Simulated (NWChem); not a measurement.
C2H7BO2; SMILES B(OC)OC

```xyz
12

B     -0.7730    -0.0090     0.0039
H     -1.8963    -0.4281     0.0034
O      0.3030    -0.8450     0.0070
C      0.1532    -2.2553    -0.0037
H     -0.9023    -2.5519    -0.0055
H      0.6401    -2.6628    -0.8967
H      0.6411    -2.6755     0.8827
O     -0.6104     1.3368    -0.0021
C      0.6750     1.9508    -0.0012
H      1.4613     1.2524    -0.3014
H      0.6483     2.7953    -0.6968
H      0.8972     2.3305     1.0027
```
Atoms are numbered in this order, from 1.

Computed with NWChem. Structure relaxed at the B3LYP/6-31G* (spherical d) level. Isolated, static molecule.

GIAO at PBE0/pcSseg-1: principal shieldings of C4 are 99.5, 99.8, 183.2 ppm; an isolated tetramethylsilane molecule has σ = 185.2 ppm at the same levels.

Task: Find the isotropic 13C shift, its principal values, the span and the skew.

Result: 
1. σ(iso) = one third of the sum = 127.5 ppm.
2. δ = σ(reference) − σ = 57.7 ppm against tetramethylsilane.
3. δ11, δ22, δ33 = 85.7, 85.4, 2.0 ppm.
4. Span Ω = δ11 − δ33 = 83.7 ppm; skew κ = 3(δ22 − δ(iso))/Ω = 0.99.
